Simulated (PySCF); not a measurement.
C₃H₃, doublet, at a GFN2-xTB geometry. Base run: B3LYP/def2-SVP in PySCF.

PySCF was given this input:
```python
from pyscf import gto, scf, dft

mol = gto.M(
    atom='''
C    -0.83809205   -0.53136753    0.74537963
C     0.07485540    0.04745986   -0.06657466
C     0.89824084    0.56950310   -0.79887457
H    -0.83974223   -0.32796193    1.80085104
H    -1.57644059   -1.20394750    0.34804593
H     1.60615765    1.01833687   -1.42847936
''',
    basis='def2-svp',
    spin=1,
    verbose=4,
    symmetry=True,
)

mf = dft.UKS(mol)
mf.xc = 'b3lyp'
mf.kernel()
mf.analyze()
```

The base run was repeated with changes; each row names its change, and settings that it needs were set with it.

```
change                                                 ΔE vs base (mEh)  point group used  SCF cycles
-----------------------------------------------------  ----------------  ----------------  ----------
base                                                              0.000               C2v          11
irrep_nelec = A1:(7, 7) A2:(0, 0) B1:(3, 1) B2:(1, 2)             291.2               C2v          10
irrep_nelec = A1:(6, 7) A2:(0, 0) B1:(3, 1) B2:(2, 2)             491.5               C2v          12
irrep_nelec = A1:(6, 7) A2:(0, 0) B1:(2, 1) B2:(3, 2)             443.2               C2v          13
irrep_nelec = A1:(7, 7) A2:(0, 0) B1:(1, 1) B2:(3, 2)             181.0               C2v          13
symmetry = off                                                    0.000                C1          11
symmetry_subgroup = C2                                            0.000                C2          11
symmetry_subgroup = Cs                                            0.000                Cs          11
```

Open shells are given as the SCF converged; they aren't shown to be the lowest states, and a large step between rows can be another state.
